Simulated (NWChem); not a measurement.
System: CH₆BN; SMILES NBC

The following NWChem deck was run.

```
start job
memory heap 200 mb stack 900 mb global 1100 mb
geometry units angstroms noautosym nocenter noautoz
  B     -0.514667     0.090086     0.000000
  H     -1.726354     0.186378     0.000000
  C      0.178518    -1.323081     0.000000
  H     -0.147879    -1.905588    -0.878483
  H     -0.147879    -1.905588     0.878483
  H      1.279962    -1.292287     0.000000
  N      0.211715     1.279746     0.000000
  H     -0.223161     2.192539     0.000000
  H      1.223828     1.311779     0.000000
end
basis spherical
  B library pcsseg-1
  H library pcsseg-1
  C library pcsseg-1
  N library pcsseg-1
end
dft
  xc bhlyp
  iterations 150
end
property
  shielding 8 1 2 3 4 6 7 8 9
end
task dft property
```

Coordinates come from a PBE0/def2-SVP optimisation.

GIAO values for the isolated, static molecule; σ is the absolute isotropic shielding, δ = σ(reference) − σ with the isolated reference molecule computed at the same levels (11B: boron trifluoride, 13C: tetramethylsilane, 1H: tetramethylsilane, 15N: ammonia).

Atoms are numbered as in the input.

### Question
What results follow from this input? (BHandHLYP/pcSseg-1, GIAO.) Quantities: δ B1 (ppm); δ H2 (ppm); δ C3 (ppm); δ H4 (rotor mean) (ppm); δ N7 (ppm); δ H8 (ppm); δ H9 (ppm).

### Answer
The δ B1 (ppm) is 32.0 and the δ H2 (ppm) comes out as 4.79. The δ C3 (ppm) is 6.4, the δ H4 (rotor mean) (ppm) is 0.36 and the δ N7 (ppm) comes out as 109.2. The δ H8 (ppm) is 3.82. The δ H9 (ppm) is 3.69.
